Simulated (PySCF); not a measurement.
Aluminium: a sound run and one with changed settings

Sound run: Al⁺ [Ne] 3s2, Al²⁺ [Ne] 3s1. Calculation: PySCF 2.14, in 6-31G* (4s3p1d, 18 functions); no relativity, point nucleus. The sound run starts from symmetry-adapted Hartree-Fock orbitals and uses a fine grid where one is needed.

A second run was set up differently.

| species | method | sound run (hartree) | changed run (hartree) | converged |
| --- | --- | --- | --- | --- |
| Al⁺ | UHF | -241.65205 | -241.65205 | yes |
| Al⁺ | BP86 | -242.13651 | -242.13636 | yes |
| Al⁺ | PBE | -241.98287 | -241.98471 | yes |
| Al²⁺ | UHF | -241.00702 | -241.00702 | yes |
| Al²⁺ | BP86 | -241.44239 | -241.44303 | yes |
| Al²⁺ | PBE | -241.29163 | -241.29282 | yes |

Ionisation energy of Al⁺:

| method | sound run (eV) | changed run (eV) |
| --- | --- | --- |
| UHF | 17.552 | 17.552 |
| BP86 | 18.888 | 18.866 |
| PBE | 18.810 | 18.827 |

(1) What was changed?
A. minimal basis
B. all electrons correlated in a valence basis
C. too few SCF iterations
D. radial grid too coarse

## Answers

(1) D. It used radial step 0.5 in ln r (0.13 in the sound run). A coarse radial grid mis-integrates the density and the exchange-correlation energy, with errors of either sign; Hartree-Fock needs no grid.
